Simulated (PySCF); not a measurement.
Structure elucidation problem

The spectra below were simulated for a compound C$_{6}$H$_{6}$FNO.

¹H NMR (300 MHz, computed): δ 8.46 (m, 1H), 1.90 (m, 1H), 1.23 (m, 2H), 1.19 (m, 2H).

¹³C{¹H} NMR (computed): δ 161.7 (C), 160.2 (C), 149.4 (CH), 15.1 (CH2, 2C), 6.7 (CH).

[PySCF 2.14: GFN2-xTB structure; shieldings: GIAO PBE0/pcSseg-1; relativity neglected; a single conformation; no solvent model; fast rotation and ring inversion assumed for equivalent nuclei]

δ = σ(ref) − σ, references computed at the same level: ¹H, ¹³C against TMS.

Task: Which of these isomers gave the spectra?
A. Fc1oncc1C1CC1
B. CC(=O)/C(=C\C#N)CF
C. N#C[C@@H]1C=C(F)OCC1
D. Fc1conc1C1CC1
E. C=C(CF)c1cocn1

Result: D. 

Rings plus π bonds: 4 (2 rings in the answer). 5 carbon signals for 6 carbons: some carbons are equivalent by symmetry or fast rotation. Carbon types of the structure: 2 × C, 2 × CH, 2 × CH2, which accounts for all hydrogens. δC 161.7: substituted aromatic carbon next to a ring nitrogen. δC 160.2: aromatic carbon bearing fluorine; the electronegative substituent deshields the carbon that carries it. δC 149.4: aromatic CH next to the ring oxygen. δC 15.1, 6.7: three-membered-ring carbon; carbons of three-membered rings are unusually shielded. δH 8.46: hydrogen on an aromatic CH next to the ring oxygen; aromatic region.

The others: Fc1oncc1C1CC1 has carbons computed at 181.7, 151.9, 105.2, 11.9, 5.7; N#C[C@@H]1C=C(F)OCC1 would give 6 carbon signals, not 5; CC(=O)/C(=C\C#N)CF would give 6 carbon signals, not 5; C=C(CF)c1cocn1 would give 6 carbon signals, not 5.

Splittings by ¹⁹F in the carbon and heteronuclear signals aren't shown, as no couplings were computed. Shifts are as computed. Against solution values, carbons near 30 ppm lie about +3 ppm off and those near 130 ppm about +5 ppm. Of 1211 compounds with measured shifts, 218 miss one by over three times the rms of a fit or turn the order of signals round; such compounds aren't used in these exercises. No couplings were computed; multiplicities are counted from neighbouring protons, with m where these are inequivalent, close in shift, in a saturated or five-membered ring or joined by F or P, and br s for small geminal =CH2 splittings.
